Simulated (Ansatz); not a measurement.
Potential energy curve for SMILES [O]=[Re](=[O])(=[O])[OH]. The Re1–O6 bond (Re1 also carries O, O, O; O6 carries nothing else) is pulled apart rigidly from the PBE0/def2-TZVP, def2 effective core potentials past Kr optimised geometry.

Computed with: UKS-PBE = unrestricted PBE/def2-TZVP, def2 effective core potentials past Kr in Ansatz (a first-principles code); UKS-B3LYP = Ansatz with unrestricted B3LYP/def2-TZVP, def2 effective core potentials past Kr; UKS-PBE0 = unrestricted PBE0/def2-TZVP, def2 effective core potentials past Kr in Ansatz.

Energies are in kJ/mol, each relative to the lowest point of its own curve near equilibrium.

```json
[
 {"R / Å": "1.40", "UKS-PBE": "467.6", "UKS-B3LYP": "446.5", "UKS-PBE0": "421.0"},
 {"R / Å": "1.49", "UKS-PBE": "203.1", "UKS-B3LYP": "187.7", "UKS-PBE0": "170.7"},
 {"R / Å": "1.59", "UKS-PBE": "___", "UKS-B3LYP": "45.0", "UKS-PBE0": "36.8"},
 {"R / Å": "1.66", "UKS-PBE": "9.8", "UKS-B3LYP": "___", "UKS-PBE0": "3.4"},
 {"R / Å": "1.69", "UKS-PBE": "1.9", "UKS-B3LYP": "0.0", "UKS-PBE0": "0.0"},
 {"R / Å": "1.74", "UKS-PBE": "0.0", "UKS-B3LYP": "1.7", "UKS-PBE0": "5.5"},
 {"R / Å": "1.81", "UKS-PBE": "15.7", "UKS-B3LYP": "___", "UKS-PBE0": "31.1"},
 {"R / Å": "1.93", "UKS-PBE": "___", "UKS-B3LYP": "89.3", "UKS-PBE0": "___"},
 {"R / Å": "2.06", "UKS-PBE": "160.4", "UKS-B3LYP": "___", "UKS-PBE0": "207.9"},
 {"R / Å": "2.21", "UKS-PBE": "267.3", "UKS-B3LYP": "299.2", "UKS-PBE0": "329.4"},
 {"R / Å": "2.48", "UKS-PBE": "444.4", "UKS-B3LYP": "461.8", "UKS-PBE0": "483.9"},
 {"R / Å": "2.77", "UKS-PBE": "578.6", "UKS-B3LYP": "567.0", "UKS-PBE0": "583.8"},
 {"R / Å": "3.11", "UKS-PBE": "665.2", "UKS-B3LYP": "633.5", "UKS-PBE0": "643.8"},
 {"R / Å": "3.57", "UKS-PBE": "715.2", "UKS-B3LYP": "673.1", "UKS-PBE0": "694.3"},
 {"R / Å": "4.16", "UKS-PBE": "740.0", "UKS-B3LYP": "693.3", "UKS-PBE0": "712.0"},
 {"R / Å": "4.93", "UKS-PBE": "751.6", "UKS-B3LYP": "702.6", "UKS-PBE0": "718.8"}
]
```

Question: Some entries are withheld; supply them.

Answer: 
- 1.59, UKS-PBE: 53.7
- 1.66, UKS-B3LYP: 5.8
- 1.81, UKS-B3LYP: 22.3
- 1.93, UKS-PBE: 74.4
- 1.93, UKS-PBE0: 106.0
- 2.06, UKS-B3LYP: 183.8

The unrestricted solution behind UKS-PBE changes between 2.77 and 3.11 Å, which can leave a kink. The unrestricted determinant behind UKS-PBE is spin-contaminated at 2.48 to 4.93 Å (<S²> up to 1.8, against 0.00 for a pure singlet). The unrestricted solution behind UKS-B3LYP changes between 3.11 and 3.57 Å, which can leave a kink. The unrestricted determinant behind UKS-B3LYP is spin-contaminated at 2.48 to 4.93 Å (<S²> up to 1.6, against 0.00 for a pure singlet). The unrestricted solution behind UKS-PBE0 changes between 2.48 and 2.77 Å and between 3.11 and 3.57 Å, which can leave a kink. The unrestricted determinant behind UKS-PBE0 is spin-contaminated at 2.21 to 4.93 Å (<S²> up to 1.7, against 0.00 for a pure singlet).
